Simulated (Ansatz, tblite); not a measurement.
Forces on Si(NMe2)Cl3 (C₂H₆Cl₃NSi) at its r2SCAN-D4/def2-SVP geometry. Charge 0, multiplicity 1.

The xTB rows come from tblite. Another isomer (singlet) lies 0.37 eV lower at PBE0-D4/def2-TZVP; other spin states weren't run for this one.

GFN1-xTB (tblite), largest force 1.82 eV/Å:

```xyz
13
positions Å, forces eV/Å
C    -0.027   -1.500   -0.204   -0.230   -0.944    0.225
C    -0.667    0.283    1.323   -0.489   -0.221    0.843
Cl    2.162    0.274   -2.110   -0.443    0.170    0.368
Cl    1.349    2.717    0.038   -0.214   -0.507   -0.223
Cl   -0.793    1.757   -2.291    0.247   -0.194    0.311
N     0.086   -0.091    0.136    0.004    0.142   -0.171
Si    0.646    1.073   -0.975    0.838    1.215   -1.071
H     0.328   -2.122    0.638   -0.103    0.150   -0.194
H     0.588   -1.742   -1.082   -0.163    0.149    0.206
H    -1.074   -1.789   -0.422    0.314    0.136    0.074
H    -0.519    1.345    1.561   -0.015   -0.263   -0.151
H    -1.752    0.102    1.195    0.348    0.042   -0.005
H    -0.324   -0.308    2.191   -0.095    0.126   -0.214
```

GFN2-xTB (tblite), largest force 0.88 eV/Å:

```
C -0.027 -0.372 0.057
C -0.149 -0.037 0.354
Cl -0.422 0.172 0.350
Cl -0.202 -0.485 -0.226
Cl 0.299 -0.156 0.288
N -0.160 -0.160 0.136
Si 0.349 0.590 -0.557
H -0.135 0.289 -0.233
H -0.231 0.173 0.316
H 0.367 0.198 0.087
H -0.030 -0.397 -0.169
H 0.422 0.046 -0.042
H -0.083 0.138 -0.360
```

PBE-D4/def2-TZVP (Ansatz), largest force 0.20 eV/Å:

```
C -0.020 -0.184 -0.058
C -0.107 0.057 0.154
Cl -0.057 0.023 0.026
Cl -0.035 -0.045 -0.034
Cl 0.034 -0.013 0.028
N 0.116 0.108 -0.077
Si 0.035 0.000 0.009
H -0.014 0.038 -0.023
H -0.038 0.018 0.040
H 0.050 0.025 0.006
H -0.013 -0.052 -0.021
H 0.056 0.012 -0.005
H -0.005 0.012 -0.045
```
